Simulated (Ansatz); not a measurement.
CH8SeSi2, SMILES `[SiH3]C[SiH2][SeH]`. Charge 0, multiplicity 1.

```xyz
12

Si   -0.888    0.283    1.440
C     0.094   -0.884    0.344
Si    1.139   -0.031   -0.945
Se   -0.017    1.578   -2.081
H    -2.106    0.758    0.739
H    -1.302   -0.420    2.685
H    -0.056    1.456    1.820
H     0.764   -1.488    0.968
H    -0.596   -1.578   -0.146
H     2.241    0.729   -0.301
H     1.712   -1.017   -1.898
H    -0.984    0.615   -2.625
```

Task: List the harmonic frequencies (cm⁻¹, unscaled) at PBE0-D4/def2-TZVP in Ansatz. (Estimate.)

Result: Ansatz gave: 55, 110, 126, 174, 230, 384, 460, 497, 566, 594, 670, 741, 771, 800, 848, 927, 939, 947, 954, 1016, 1068, 1387, 2214, 2217, 2223, 2236, 2242, 2438, 3051, 3108.

Task: Is this a minimum?

Result: Yes, all 30 modes are real.

Task: Give the ideal-gas thermochemistry at 298.15 K and 1 bar (rigid rotor, harmonic oscillator; point group C1, symmetry number 1).

Result: Zero-point energy 203.3 kJ/mol; H(298) − E = 226.9 kJ/mol; entropy 376.8 J/(mol·K), of which translation 171.8, rotation 119.2, vibration 85.8; G(298) − E = 114.6 kJ/mol. Modes under 100 cm⁻¹ are hindered rotations or soft bends, so the harmonic entropy is rough.
